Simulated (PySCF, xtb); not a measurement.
F₃Ga, SMILES [F][Ga-]([F])[F], charge -1, multiplicity 2.

Harmonic wavenumbers (cm⁻¹) from GFN2-xTB (xtb) at its own minimum, in rising order: 23, 43, 44, 270, 271, 292.

Q: What does PBE0-D3(BJ)/def2-SVPD in PySCF give at its own minimum? (The exact figures need the calculation; the answer reports its results.)

A: 169, 169, 220, 539, 556, 556. Paired by order, the mean absolute difference is 211 cm⁻¹ and the zero-point energies are 1.3 and 3.2 kcal/mol.
